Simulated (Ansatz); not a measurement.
A nudged elastic band was laid between two geometries of BrClF3HHf (7 atoms, charge 0, multiplicity 1).

Computed with Ansatz, RHF/def2-SVP.

```json
{"movable images": "5", "climbing image": "yes", "spring": "5.0 eV/Å²", "optimiser": "quadratic models (default)", "start path": "through a guess of the saddle point", "force threshold": "0.05 eV/Å", "iteration limit": "60", "end points": "relaxed"}
```

Initial state:

```xyz
7
Properties=species:S:1:pos:R:3
Hf 0.192 0.000 0.007
Cl 0.546 0.000 2.373
F 1.932 0.000 -0.753
F -0.609 1.589 -0.679
F -0.609 -1.589 -0.679
Br -3.123 0.000 1.272
H -2.763 0.000 2.635
```

Final state:

```xyz
7
Properties=species:S:1:pos:R:3
Hf -0.470 0.000 -0.770
Cl -0.162 0.000 3.873
F 1.083 0.000 0.325
F -0.404 1.540 -1.885
F -0.404 -1.540 -1.885
Br -2.646 0.000 0.538
H -1.430 0.000 3.981
```

**Question.** Which bonds break or form, and what moves?

**Answer.** Bonds broken: Hf1–Cl2, Br6–H7. Bonds formed: Hf1–Br6, Cl2–H7. BrClF3HHf becomes BrF3Hf + ClH.

**Question.** What energy profile does the band end with?

**Answer.** The forces met the threshold. The highest image is number 2 of 0 to 6, 0.95 eV above the first end and 0.78 eV above the last; the last end lies 0.16 eV above the first. A vibrational analysis at the climbing image gives one clearly imaginary mode, 1111i cm⁻¹: a first-order saddle point. The orbitals stay closed-shell, which can raise the energy where a bond breaks towards radicals; this wasn't checked here.

| image | path coordinate (Å) | energy (eV) | Hf1–Cl2 (Å) | Br6–H7 (Å) | Hf1–Br6 (Å) |
| --- | --- | --- | --- | --- | --- |
| 0 | 0.00 | 0.00 | 2.39 | 1.41 | 3.55 |
| 1 | 0.87 | 0.17 | 2.43 | 1.42 | 3.18 |
| 2 | 1.75 | 0.95 | 2.62 | 1.71 | 2.84 |
| 3 | 2.49 | 0.42 | 2.86 | 2.44 | 2.65 |
| 4 | 3.23 | 0.28 | 3.25 | 3.03 | 2.58 |
| 5 | 3.97 | 0.20 | 3.97 | 3.24 | 2.55 |
| 6 | 4.71 | 0.16 | 4.65 | 3.65 | 2.54 |

**Question.** What is the geometry of the highest image?

**Answer.** 
```xyz
7
Properties=species:S:1:pos:R:3
Hf -0.299 0.000 0.007
Cl 0.024 0.000 2.611
F 1.600 0.000 -0.105
F -0.700 1.562 -0.991
F -0.700 -1.562 -0.991
Br -2.839 0.000 1.280
H -1.519 0.000 2.368
```

**Question.** What are the harmonic wavenumbers there?

**Answer.** 1111i, 23, 114, 126, 157, 176, 191, 205, 243, 336, 687, 695, 708, 717, 1115 cm⁻¹.

The band took 12 iterations and roughly 5 core-minutes.

Time of the run: 2.8 min on 2 threads of Arm Neoverse V2 (shared host), peak memory 0.34 GiB.
